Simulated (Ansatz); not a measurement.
Stretching the Se1–H2 bond in CH4OSe (SMILES CO[SeH]) (multiplicity 1 held, fragments rigid). Energies count from the point at 1.484 Å.
Geometry at that point (charge 0, multiplicity 1):
```xyz
7

Se    -0.4149    -0.1755     0.5953
H     -1.2102    -1.1283    -0.2177
O      1.0021    -0.0727    -0.5290
C      0.8200     0.7815    -1.6553
H      0.5450     1.7956    -1.3545
H      1.7809     0.8024    -2.1719
H      0.0548     0.3899    -2.3327
```

Signs of static correlation in cc-pVTZ, with CASSCF(4,3), from Ansatz (a quantum-chemistry and plane-wave program) runs.

```
R (Å)  T1 of restricted CCSD  largest double amplitude of restricted CCSD  weight of the CASSCF reference in MRCISD  CASSCF natural occupations
-----  ---------------------  -------------------------------------------  ----------------------------------------  --------------------------
1.187                  0.012                                        0.035                                     0.875              2.00 1.99 0.01
1.335                  0.012                                        0.034                                     0.874              2.00 1.98 0.02
1.484                  0.012                                        0.030                                     0.874              2.00 1.97 0.03
1.632                  0.013                                        0.033                                     0.874              2.00 1.96 0.04
1.780                  0.014                                        0.069                                     0.873              2.00 1.94 0.07
2.003                  0.016                                        0.137                                     0.873              2.00 1.88 0.12
2.226                  0.018                                        0.211                                     0.873              2.00 1.81 0.19
2.596                    [?]                                        0.335                                     0.873              2.00 1.62 0.38
2.967                  0.029                                        0.478                                     0.873              2.00 1.42 0.58
3.413                  0.036                                          [?]                                     0.874              2.00 1.24 0.76
4.006                  0.041                                        0.740                                     0.874              2.00 1.10 0.90
4.748                  0.041                                        0.814                                     0.874              2.00 1.04 0.96
```

What belongs in the gaps?


- 2.596, T1 of restricted CCSD: 0.023
- 3.413, largest double amplitude of restricted CCSD: 0.616

Doubts at one or more of the structures used: active orbitals that take no part (SC-NEVPT2 on CASSCF(4,3)/cc-pVTZ); a restricted determinant that unrestricted orbitals would lower (R-CCSD(T)/cc-pVTZ); other coupled-cluster roots lie near (R-CCSD(T)/cc-pVTZ); a spin-contaminated determinant (U-CCSD(T)/cc-pVTZ); T1 above 0.05 (U-CCSD(T)/cc-pVTZ).
